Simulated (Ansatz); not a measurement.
Reaction (formal exchange of groups at a B–I bond): `C=NBI` + `C[SiH3]` → `C=NBC[SiH3]` + HI

Program: Ansatz. Geometries: PBE0-D4/def2-TZVP. ΔE: electronic, gas phase. CCSD(T)/CBS is the MP2 limit (def2-TZVPP, def2-QZVPP) plus CCSD(T) − MP2 in def2-TZVPP, frozen cores. This one scheme is used for every species. Functionals use def2-TZVPP. B3LYP here is the variant with VWN-RPA as its local correlation; programs differ in this. HSE06 is defined as in plane-wave codes. def2 core potentials past Kr. For I outer-core shells are correlated without core-valence functions, which leaves a few kJ/mol of doubt a bond. Each species was taken in one conformer, which may not be the lowest.

(1) Is it downhill or uphill in electronic energy at CCSD(T)/CBS, and by how much? (Estimate.)

(2) What do these levels give: PBE-D4, revPBE-D4, r2SCANh-D4, HSE06-D4, ωB97X-V, ωB97M-V, PBE-QIDH, BLYP, B3LYP, r2SCANh, HF/def2-SVP, CCSD(T)/def2-SVP? (Estimate.)

Largest T1 diagnostic among the species: 0.014.

Results:

(1) Computed: Uphill: ΔE = +58.9 kJ/mol.

(2) Computed: PBE-D4 56.0, revPBE-D4 55.7, r2SCANh-D4 57.7, HSE06-D4 56.8, ωB97X-V 54.7, ωB97M-V 53.6, PBE-QIDH 59.8, BLYP 58.9, B3LYP 58.5, r2SCANh 58.6, HF/def2-SVP 60.0, CCSD(T)/def2-SVP 52.2 kJ/mol.

Leaving LDA and LC-ωPBE aside and taking each functional with its dispersion term where it has one, the values, not all of them listed here, spread over 8.0 kJ/mol, from B97M-V to B2PLYP. LDA lies −8.7 kJ/mol from PBE without D4. At CCSD(T), def2-SVP lies −6.7 kJ/mol from the extrapolated value and def2-TZVPP −3.4 kJ/mol.
